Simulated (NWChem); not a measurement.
System: CH₃BrClIn; SMILES [CH3][In]([Cl])[Br]

```xyz
7

In     0.3074    -0.4903     0.0021
Cl    -1.6067    -1.8535    -0.0016
Br    -0.2697     1.9249    -0.0005
C      2.2991    -1.2726    -0.0034
H      2.9355    -0.6473     0.6364
H      2.6780    -1.2465    -1.0349
H      2.2832    -2.3080     0.3607
```
Atoms are numbered in this order, from 1.

Program: NWChem. All runs use the structure optimised with PBE0/def2-SVP. No frequency run checked for a minimum. def2 effective core potentials on In; no spin-orbit coupling. Ions are spin-unrestricted doublets at the neutral geometry; other ion states weren't tried.

For level PBE0/def2-SVP:

| Quantity | Result |
|---|---|
| −ε(HOMO) (eV) | 8.10 |

Task: What are these values for level PBE/def2-SVP?

Result: 
| Item | Result |
|---|---|
| −ε(HOMO) (eV) | 6.79 |
